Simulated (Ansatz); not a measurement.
C$_{3}$H$_{7}$NO, singlet, geometry from GFN2-xTB; PBE0-D4/3-21G (Ansatz, a first-principles code).

Here is a job for Ansatz.
Ansatz 0.2 input:
```yaml
crystal:
  periodic: [false, false, false]
  atoms:
    - {symbol: C, position_ang: [1.70621980, -0.15511389, 0.36234485]}
    - {symbol: N, position_ang: [0.29519214, -0.13839517, 0.08832107]}
    - {symbol: C, position_ang: [-0.40719137, -1.38994871, 0.24138838]}
    - {symbol: C, position_ang: [-0.36824107, 0.96525549, -0.29228931]}
    - {symbol: O, position_ang: [-1.55053760, 1.02463096, -0.53231672]}
    - {symbol: H, position_ang: [2.12507724, 0.83840987, 0.21427357]}
    - {symbol: H, position_ang: [1.88991505, -0.46601421, 1.39467431]}
    - {symbol: H, position_ang: [2.21531935, -0.85647680, -0.30474944]}
    - {symbol: H, position_ang: [-1.45428085, -1.21573989, 0.00086600]}
    - {symbol: H, position_ang: [0.00269292, -2.14325488, -0.43519174]}
    - {symbol: H, position_ang: [-0.32356301, -1.75177039, 1.26867964]}
    - {symbol: H, position_ang: [0.29807100, 1.84540742, -0.36692966]}
basis:
  gaussian:
    orbitals: 3-21G.json
hamiltonian:
  xc: pbe0
  dispersion: d4
```
The basis file holds 3-21G in the JSON format of the Basis Set Exchange.

### Question
What does Ansatz print? Leave out banner, timings and long lists.

### Answer

```
Functional definition: PBE0
742 factors; integrals over basis functions are off by at most 9.5e-4 eV
mean field evaluation 1: about -6713.1226 eV, gradient 4.6e1 eV
mean field evaluation 2: about -6707.9546 eV, gradient 7.1e1 eV
mean field evaluation 4: about -6717.1416 eV, gradient 3.6e0 eV
mean field evaluation 8: about -6717.2755 eV, gradient 6.1e-2 eV
mean field evaluation 16: about -6717.2755 eV, gradient 2.9e-5 eV
mean field -6717.27549598 eV, -246.8553213443 hartree, gradient 2.9e-5 eV, S^2 0.000000; 0 other end points of the search recorded, 0 dependent functions left out
reference -6717.27551344 eV, -246.8553219861 hartree; 20, 20 occupied and 39, 39 virtual orbitals, 742 factors
Total energy: -6717.44927255 eV, -246.8617075157 hartree
```
